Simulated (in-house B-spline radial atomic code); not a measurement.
# Xe⁴⁺: [Kr] 4d10 5s1 5p2 8g1 (an excited or competing configuration)

Computed with a radial B-spline atomic code at the basis-set limit: Dirac-Hartree-Fock, average of configuration, Fermi nucleus of rms radius 4.7859 fm.

Effective charges: Z_r = [3n² - l(l+1)]/(2<r>) from the radius, Z_e = n√(-2ε) from the energy, and Slater's rules. Values are occupation-weighted means over j. An effective charge above Z reflects the relativistic contraction of the inner shells.

| shell | electrons | ε (eV) | <r> (bohr) | Z_r | Z_e | Slater |
| --- | --- | --- | --- | --- | --- | --- |
| 1s | 2 | -34818 | 0.02665 | 56.28 | 50.59 | 53.70 |
| 2s | 2 | -5570.5 | 0.114 | 52.62 | 40.47 | 49.85 |
| 2p | 6 | -5005.5 | 0.1001 | 49.93 | 38.36 | 49.85 |
| 3s | 2 | -1231.1 | 0.3046 | 44.32 | 28.54 | 42.75 |
| 3p | 6 | -1043.2 | 0.3028 | 41.29 | 26.27 | 42.75 |
| 3d | 10 | -761.06 | 0.2799 | 37.51 | 22.44 | 32.85 |
| 4s | 2 | -289.03 | 0.7171 | 33.47 | 18.44 | 26.25 |
| 4p | 6 | -226.69 | 0.7629 | 30.15 | 16.33 | 26.25 |
| 4d | 10 | -131.95 | 0.8641 | 24.30 | 12.46 | 14.85 |
| 5s | 1 | -78.329 | 1.69 | 22.18 | 12.00 | 10.00 |
| 5p | 2 | -62.122 | 1.901 | 19.20 | 10.68 | 10.00 |
| 8g | 1 | -5.3593 | 17 | 5.06 | 5.02 | - |

The least bound orbital is 8g7/2 at -5.359 eV, and it is also the most diffuse (<r> = 17 bohr).

Spin-orbit splittings of the orbital energies (j = l + 1/2 above j = l - 1/2 when positive): 2p 325.9 eV, 3p 63.54 eV, 3d 13.23 eV, 4p 12.82 eV, 4d 2.129 eV, 5p 1.971 eV, 8g -0.0002932 eV.

For the 1s electron the small component carries 3.96 % of the norm, the zero-frequency Breit interaction raises the level by 86.85 eV, self-energy by 49.96 eV, and vacuum polarisation lowers it by 7 eV.

The density falls to 0.001 bohr⁻³ at 3.396 bohr; Σ<r²> = 353.93 bohr² gives, by the non-relativistic formula and without the paramagnetism of open shells, a Langevin diamagnetic susceptibility of -280.3×10⁻⁶ cm³/mol.
